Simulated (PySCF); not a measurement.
## BAu from Hartree–Fock to correlated methods

State: singlet, closed shell. Set-up: PySCF, spin-free X2C with a Gaussian nucleus, basis sets B x2c-TZVPPall, Au x2c-TZVPPall. De refers to B + Au (5d10 6s1) in their high-spin ground configurations, without counterpoise correction. A positive dipole means B(−)Au(+).

```csv
Level,Re (Å),ωe (cm⁻¹),De (eV),μ (D)
RHF,2.017,522,n/a,2.12
RHF-MP2,1.848,782,n/a,n/a
RHF-SCS-MP2,1.866,743,n/a,n/a
RHF-CCSD,1.920,658,3.28,n/a
RHF-CCSD(T),1.910,683,3.69,n/a
PBE,1.905,676,4.14,0.72
BLYP,1.917,658,3.90,0.63
r²SCAN,1.891,692,4.03,0.88
PBE0,1.912,657,3.55,0.99
r²SCAN0,1.902,670,3.50,1.06
MN15,1.908,659,3.79,0.71
M06-2X,1.894,668,3.23,1.15
ωB97M-V,1.916,641,3.37,1.22
```

The bond length runs from 1.848 Å (RHF-MP2) to 2.017 Å (RHF). De spans 3.23 eV (M06-2X, hybrid meta-GGA) to 4.14 eV (PBE, GGA).

Correlated steps freeze 24 core orbitals. Spin–orbit coupling is left out, which matters for elements this heavy, above all for dissociation energies. Where the molecule has an RHF reference, its open-shell atoms are computed with UHF. The CCSD T1 diagnostic is raised, a sign that a single reference may not be enough here.

The whole job (state search and all levels along the bond) took about 20 min on 2 threads of Intel Xeon Platinum 8259CL @ 2.50GHz (shared host), peak memory 7.4 GiB.
